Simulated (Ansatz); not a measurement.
```xyz
6

O    -1.4973   -0.1319    0.0131
H    -1.8792    0.6555   -0.0194
H    -0.5314    0.0418    0.0120
O     1.3951    0.2053   -0.0122
H     1.5683   -0.3698   -0.7470
H     1.5185   -0.3660    0.7501
```

Basis set: 6-31G* (spherical functions). Frozen core: 2 orbitals. Charge 0, multiplicity 1.

Computed with Ansatz (development build ahead of 0.2.0); each method stands on the lowest determinant of its kind that the runs found. Restricted open shells among the atoms or ions are ROHF, correlated in semicanonical orbitals with singles.

Question: Give the atomization energy at this shape (free ground-state atoms in the same class of orbitals less the molecule, no zero-point energy) of singlet H₄O₂ by RHF-MP2, RHF.

Answer:

| method | atomization energy |
| --- | --- |
| RHF-MP2 | 17.41 eV |
| RHF | 12.79 eV |

Caution: the shape is not the minimum.
